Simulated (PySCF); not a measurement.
Electronic absorption of C6H5F3O

Compound: C₆H₅F₃O.
SMILES: `C#C[C@@H](C(C)=O)C(F)(F)F`

Method used: TDDFT PBE0/def2-SVPD, vertical, gas phase, core orbitals frozen in the response (PySCF 2.14.0, density-fitted response routines). One conformer (not necessarily the lowest) at the GFN2-xTB geometry, without solvent, vibrations or thermal averaging. Torsions of this conformer, `[CH:1]#[C:2][C@@H:3]([C:4]([CH3:5])=[O:6])[C:7]([F:8])([F:9])[F:10]`: C2–C3–C4–C5 67°, C2–C3–C7–F8 -170°.

```csv
state,E (eV),E (hartree),f,|μ| (D),"main configurations (H = HOMO, L = LUMO)"
S1,4.41,0.1620,0.0033,0.45,H→L (91%)
S2,6.05,0.2223,0.0006,0.16,H-1→L (91%)
S3,6.44,0.2365,0.027,1.06,"H-2→L (81%), H-1→L+1 (9%)"
S4,6.61,0.2431,0.0007,0.16,"H→L+1 (77%), H-2→L+1 (18%)"
S5,7.06,0.2593,0.0092,0.59,"H→L+2 (49%), H-1→L+1 (22%), H→L+3 (14%)"
S6,7.33,0.2693,0.0004,0.12,"H-1→L+2 (62%), H-1→L+3 (24%)"
```

Triplets, Tamm–Dancoff:

```tsv
state	E (eV)	λ (nm)	main configurations (H = HOMO, L = LUMO)
T1	3.79	326.8	H→L (90%)
T2	5.29	234.3	H-2→L (29%), H-1→L+1 (26%), H→L+2 (13%)
```

The lowest singlet comes at 281 nm (425 kJ/mol) in the ultraviolet; it is very weak; its leading configuration is HOMO→LUMO (91%). The most intense listed level is S3 at 6.44 eV (193 nm, f = 0.027), 2.03 eV above S1. Löwdin shares by element: HOMO oxygen 47%, carbon 31% or more (atoms not listed hold the other 22%); LUMO carbon 47% or more, oxygen 32% (atoms not listed hold the other 21%). Of the 6 states listed, 1 reaches f = 0.01 and 1 stays under 0.0005. Orbital energies (eV): HOMO-3 -10.90, HOMO-2 -9.17, HOMO-1 -8.77, HOMO -7.91, LUMO -1.35, LUMO+1 0.28, LUMO+2 0.52. The oscillator strengths of these states sum to 0.041; summed over the whole spectrum of an exact calculation they would give the number of electrons, 76 (Thomas–Reiche–Kuhn). Only the lowest 6 singlets were computed, as vertical energies without vibronic structure.

Hardware: an Arm Neoverse N1 with one thread, no GPU, shared host with 64 logical CPUs at a one-minute load of 41. Cost: 89 s of wall time, 1.0 GiB resident at most.
